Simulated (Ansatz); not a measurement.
Molecule: sum formula AlOCl2H, net charge 0, singlet state. 
Structure (B3LYP-D3(BJ)/def2-TZVP (Ansatz, a program for electronic structure) minimum search):
```xyz
5

O     -1.9343    -0.6046    -0.1661
Al    -0.3350    -0.1053    -0.0291
Cl     1.2387    -1.2612    -0.7676
Cl     0.0571     1.7102     0.9021
H     -2.1996    -1.4271    -0.5810
```

Basis-set convergence of Hartree-Fock and CCSD(T) correlation energies (hartree) with Ansatz. Cores are frozen in the correlated levels unless marked. No spin-orbit coupling. Non-relativistic.

```
basis            functions        E(HF)  E(corr, CCSD(T))
---------------  ---------  -----------  ----------------
aug-cc-pV(D+d)Z        128  -1236.61100          -0.60602
aug-cc-pV(T+d)Z        234  -1236.66926          -0.76480
aug-cc-pV(Q+d)Z        393  -1236.68351          -0.82031
```

Extrapolating the two largest sets (X = 3 and 4) as X^-3: E(corr) = (64·(-0.82031) - 27·(-0.76480))/37 = -0.8608 Eh, an estimate of the basis-set limit. The largest set recovers 95.3 % of it, the smallest 70.4 %.
